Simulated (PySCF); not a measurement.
5-ethenylidene-2H-furan (C6H6O), SMILES O1CC=CC1=C=C.

Geometry: PBE-D3(BJ)/def2-SVP. Other conformers were not sampled.

These are PBE/def2-TZVP run with PySCF values and carry that method's errors.

| Property | Value |
|---|---|
| total energy | -307.11328 hartree |
| point group | Cs |
| highest occupied level | -4.85 eV |
| lowest empty level | -1.61 eV |
| orbital gap | 3.24 eV |
| dipole moment | 1.82 D |
| quadrupole, principal values (traceless, Buckingham form, about the centre of nuclear charge) | -4.54, -4.13, 8.67 D·Å |
| mean static polarisability | 85.3 bohr³ (12.64 Å³) |
| polarisability, principal values | 48.8, 61.3, 145.9 bohr³ |
